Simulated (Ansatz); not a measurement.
Consider the redistribution: `CO[SiH2]P` + `C[SiH](O)S` → `C[SiH](O)P` + `CO[SiH2]S`.

Isolated molecules relaxed with PBE0-D4/def2-TZVP in Ansatz; ΔE leaves out vibrations. CBS: MP2 limit from def2 TZ/QZ plus the TZ coupled-cluster correction, frozen cores. This one scheme is used for every species. Functionals use def2-TZVPP. B3LYP here is the variant with VWN-RPA as its local correlation; programs differ in this. One conformer a species, not always the lowest.

| level | ΔE (kcal/mol) | difference from CCSD(T)/CBS |
| --- | --- | --- |
| PBE-D4 | 2.8 | 0.2 |
| r2SCAN-D4 | 2.8 | 0.2 |
| PBE0-D4 | 2.8 | 0.2 |
| B3LYP-D4 | 2.8 | 0.2 |
| ωB97X-V | 2.7 | 0.1 |
| ωB97M-V | 2.7 | 0.1 |
| B2PLYP | 2.5 | -0.1 |
| PBE | 2.6 | 0.0 |
| r2SCAN | 2.7 | 0.1 |
| PBE0 | 2.6 | 0.0 |
| B3LYP | 2.5 | -0.1 |
| HF/def2-TZVPP | 2.5 | -0.1 |
| MP2/def2-TZVPP | 2.6 | 0.0 |
| SCS-MP2/def2-TZVPP | 2.5 | -0.1 |
| CCSD/def2-TZVPP | 2.6 | 0.0 |
| CCSD(T)/def2-TZVPP | 2.6 | 0.0 |
| HF/def2-QZVPP | 2.5 | -0.1 |
| MP2/def2-QZVPP | 2.6 | 0.0 |
| SCS-MP2/def2-QZVPP | 2.5 | -0.1 |
| HF/CBS(def2) | 2.5 | -0.1 |
| MP2/CBS(def2) | 2.6 | 0.0 |
| CCSD/CBS(def2) | 2.6 | 0.0 |
| CCSD(T)/CBS | 2.6 | 0 |

Largest T1 diagnostic among the species: 0.012.
